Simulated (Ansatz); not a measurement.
The lowest singlet and triplet of CH3N (SMILES [CH]N); geometries from B3LYP-D3(BJ)/def2-TZVP, each state relaxed from the structure named, with no frequency check.
Singlet (charge 0, multiplicity 1):
```xyz
5

C      0.693    -0.371     0.019
N     -0.503     0.152    -0.007
H      1.406     0.473    -0.031
H     -0.730     1.145    -0.062
H     -1.314    -0.453     0.030
```

A positive gap puts the triplet lower; no zero-point energy. R- takes a restricted singlet. U- takes an unrestricted singlet (broken symmetry where lower, unprojected). The triplet is unrestricted in single-reference levels. Active spaces average the two states.

Cores are frozen in the correlated methods.

Run with Ansatz (Gaussian basis) for Hartree–Fock, density functionals and correlated methods. Each number belongs to the level named beside it.

```csv
level,"gap E(singlet) − E(triplet), vertical, at the singlet's geometry (kJ/mol)"
R-PBE/def2-TZVPP,-214.4
U-wB97M-V/def2-TZVPP,-234.9
U-B2PLYP/def2-TZVPP,-223.9
U-SCS-MP2/cc-pVQZ,-242.8
U-CCSD(T)/cc-pVDZ,-233.0
"SA-CASSCF(2,2)/cc-pVQZ",?
"SC-NEVPT2 on SA-CASSCF(2,2)/cc-pVTZ",-221.2
"SC-NEVPT2 on SA-CASSCF(2,2)/cc-pVQZ",-221.0
"FIC-MRCISD+Q on SA-CASSCF(2,2)/cc-pVTZ",-228.0
```

Question: Some entries are withheld; supply them.

Answer: 
- SA-CASSCF(2,2)/cc-pVQZ, gap E(singlet) − E(triplet), vertical, at the singlet's geometry (kJ/mol): -181.7

Ansatz is a first-principles code.
